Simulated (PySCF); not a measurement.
C7H10OSi.
Geometry (PBE0-D3(BJ)/def2-SVP, Å), atoms numbered from 1 in this order:
```xyz
19
C7H10OSi angstrom
C     -3.282    0.677   -0.010
C     -1.807    0.432   -0.152
C     -1.286   -0.868   -0.166
C      0.080   -1.104   -0.267
C      0.972   -0.031   -0.358
O      2.293   -0.311   -0.458
Si     3.581    0.753   -0.587
C      0.471    1.274   -0.349
C     -0.901    1.493   -0.248
H     -3.870   -0.153   -0.427
H     -3.569    0.779    1.051
H     -3.589    1.602   -0.520
H     -1.968   -1.720   -0.100
H      0.482   -2.118   -0.281
H      4.788   -0.108   -0.668
H      3.652    1.647    0.608
H      3.452    1.595   -1.814
H      1.152    2.127   -0.426
H     -1.274    2.521   -0.247
```

Linear response at wB97X-D/def2-SVPD (PySCF, frozen core in the response, non-relativistic).

Static isotropic polarisability: 113.04 au (16.75 Å³), principal values 76.0, 110.1, 153.0 au.

Question: What is the polarisability at 1064 nm and at the sodium D line?

Answer: 114.39 au at 1064 nm (+1.2 %), 117.69 au at 589.3 nm (+4.1 %). The rise at 589.3 nm is 3.44 times that at 1064 nm; a pure ω² law gives 3.26. The lowest singlet lies at 243 nm, shorter than both wavelengths.

Question: What is the isotropic C6 coefficient between two such molecules, C6 = (3/π)∫α(iω)² dω?

Answer: 4677 au (Eh·bohr⁶) by a ten-point quadrature over imaginary frequencies, which is 2790 eV·Å⁶ or 270 J·nm⁶/mol.

Question: Which effective excitation energy ω̄ makes London's formula C6 = (3/4)α²ω̄ exact here?

Answer: ω̄ = 4·C6/(3α²) = 0.488 Eh = 13.3 eV. A one-pole form α(ω) = α/(1 − ω²/ω̄²) fitted to the 1064 nm value gives 10.7 eV. London's choice of the ionisation energy (8.18 eV, ΔSCF at the same level) gives C6 = 2880 au, 38 % too low.

Question: What molar refraction at the D line follows from R = (4π/3)·N_A·α′, with α′ the polarisability volume?

Answer: α′ = 17.44 Å³ gives R = 43.99 cm³/mol, for isolated, non-vibrating species.

Question: The lowest 6 singlets have (eV, f): 5.09, 0.027; 5.87, 0.133; 6.36, 0.001; 6.79, 0.002; 6.86, 0.848; 6.95, 0.372. What share of the static polarisability do they carry in the sum over states α = Σ f/ω²?

Answer: 22.75 au, 20.1 % of α; the largest term, 13.37 au, is that of the state at 6.86 eV. Their oscillator strengths add up to 1.38. Higher states carry the rest.

Question: How anisotropic is the static polarisability, by Δα² = ½[(α1 − α2)² + (α2 − α3)² + (α3 − α1)²]?

Answer: Δα = 66.8 au, or 0.59 of the isotropic value.

Question: How many electrons N does the Slater–Kirkwood formula C6 = (3/4)·√N·α^(3/2) need to give this C6?

Answer: N = (4·C6/3)²/α³ = 26.9; the species has 74 electrons in all.

Question: What does −C6/R⁶ come to at R = 12 Å between centres?

Answer: -90 J/mol. This is the leading, orientation-averaged term; C8 and higher terms are left out.

One conformer stands for the species.

wB97X-D is run here without its empirical dispersion term; that term would change no orbital, density or response property at a fixed geometry.
